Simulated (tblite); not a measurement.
Isomers of C2H9OSSi2 (doublet state). Computed values, GFN2-xTB/tblite, gas phase, harmonic and unscaled. Against measured fundamentals such values can be off by several per cent, at times by over 20. Modes of hydrogen on silicon can be 10 to 20 % off. One conformer each. Open shells enter through the occupations alone, without spin polarisation, and single modes of such species can be off by tens of per cent.

Electronic energies: GFN2-xTB at the same geometries; isomer energies are rough at this level and their order can be wrong.

| SMILES | electronic energy, lowest = 0 (kcal/mol) |
| --- | --- |
| [CH2]S[Si@H](C)[SiH2]O | 24.9 |
| [CH2][Si@H]([SiH2]O)SC | 29.2 |
| CS[Si](C)[SiH2]O | 10.8 |
| CS[Si@@H](C)[SiH]O | 13.3 |
| CS[Si@@H](C)[SiH2][O] | 0.0 |

Problem. How do GFN2-xTB zero-point energies change the relative energies?

Solution. 
```
                SMILES  ZPE (kcal/mol)  of it from modes above 1550 cm⁻¹  electronic (kcal/mol)  with ZPE, lowest = 0 (kcal/mol)  lowest mode (cm⁻¹)  rings
 CS[Si@@H](C)[SiH2][O]            64.7                              35.5                    0.0                              0.0                  50      0
      CS[Si](C)[SiH2]O            66.0                              37.6                   10.8                             12.1                  31      0
    CS[Si@@H](C)[SiH]O            66.0                              37.4                   13.3                             14.7                  41      0
[CH2]S[Si@H](C)[SiH2]O            62.6                              36.5                   24.9                             22.8                  31      0
[CH2][Si@H]([SiH2]O)SC            62.5                              36.4                   29.2                             27.1                  44      0
```

The zero-point energies span 3.5 kcal/mol, from `[CH2][Si@H]([SiH2]O)SC` to `CS[Si@@H](C)[SiH]O`. The order is unchanged.

Problem. What do entropy and thermal enthalpy add at 298.15 K and 1 bar (rigid rotor, harmonic oscillator, one conformer each)?

Solution. 
```json
{"SMILES": "CS[Si@@H](C)[SiH2][O]", "point group": "C1", "symmetry number": "1", "S (cal/(mol K))": "106.3", "H − H(0) (kcal/mol)": "7.64", "ZPE + H − H(0) − TS (kcal/mol)": "40.6"}
{"SMILES": "CS[Si](C)[SiH2]O", "point group": "C1", "symmetry number": "1", "S (cal/(mol K))": "109.3", "H − H(0) (kcal/mol)": "7.84", "ZPE + H − H(0) − TS (kcal/mol)": "41.3"}
{"SMILES": "CS[Si@@H](C)[SiH]O", "point group": "C1", "symmetry number": "1", "S (cal/(mol K))": "107.2", "H − H(0) (kcal/mol)": "7.66", "ZPE + H − H(0) − TS (kcal/mol)": "41.7"}
{"SMILES": "[CH2]S[Si@H](C)[SiH2]O", "point group": "C1", "symmetry number": "1", "S (cal/(mol K))": "108.6", "H − H(0) (kcal/mol)": "7.90", "ZPE + H − H(0) − TS (kcal/mol)": "38.1"}
{"SMILES": "[CH2][Si@H]([SiH2]O)SC", "point group": "C1", "symmetry number": "1", "S (cal/(mol K))": "107.4", "H − H(0) (kcal/mol)": "7.84", "ZPE + H − H(0) − TS (kcal/mol)": "38.3"}
```

S holds R ln(2S + 1) for the spin.
